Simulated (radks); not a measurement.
Ag, configuration [Kr] 4d10 5d1 (not the ground configuration). All-electron calculation, scalar-relativistic Kohn-Sham, LDA (Slater exchange, Perdew-Wang correlation), spin-polarised, spherical densities, finite nucleus; open shells are filled with parallel spins first (spin-orbit coupling, left out, can overturn this in heavy ions); Fermi nuclear charge, rms radius 4.5454 fm. Program: a radial shooting solver on a logarithmic mesh with Libxc functionals.

X-ray form factor f0, the Fourier transform of the density (f0(0) = 47):

sin(theta)/lambda (1/angstrom)  f0 (electrons)
0.05                                    45.438
0.1                                     43.575
0.15                                    41.065
0.2                                     38.170
0.25                                    35.230
0.3                                     32.452
0.4                                     27.736
0.5                                     24.205
0.6                                     21.617
0.8                                     18.043
1                                       15.277
1.25                                    12.202
1.5                                      9.675
2                                        6.646
